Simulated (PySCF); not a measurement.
(Z)-2,3-difluorobut-2-ene (C₄H₆F₂), SMILES C/C(F)=C(\C)F. Heavy atoms are numbered as in [CH3:1]/[C:2]([F:3])=[C:4](\[CH3:5])[F:6]. Hydrogens are named by the atom that carries them.

The structure is a stationary point at B3LYP-D3(BJ)/def2-SVP.

The numbers are results of PBE/pcSseg-1 (PySCF), not measurements.

GIAO shieldings, no solvent; atoms alike by connectivity are averaged. δ = σ(ref) − σ: ¹³C against TMS (σ = 182.0 ppm); ¹⁹F against CFCl3 (σ = 133.6 ppm); ¹H against TMS (σ = 31.49 ppm), references at their B3LYP-D3(BJ)/def2-TZVP geometries, non-relativistic.

Task: Estimate the chemical shifts. (The exact figures need the calculation; the answer reports its results.)

Result: 
```json
[
 {"nucleus": "¹³C", "atoms": "C2", "count": "2", "δ (ppm)": "150.5"},
 {"nucleus": "¹³C", "atoms": "C1 (CH3)", "count": "2", "δ (ppm)": "18.4"},
 {"nucleus": "¹⁹F", "atoms": "F3", "count": "2", "δ (ppm)": "-158.8"},
 {"nucleus": "¹H", "atoms": "H on C1", "count": "6", "δ (ppm)": "2.18"}
]
```
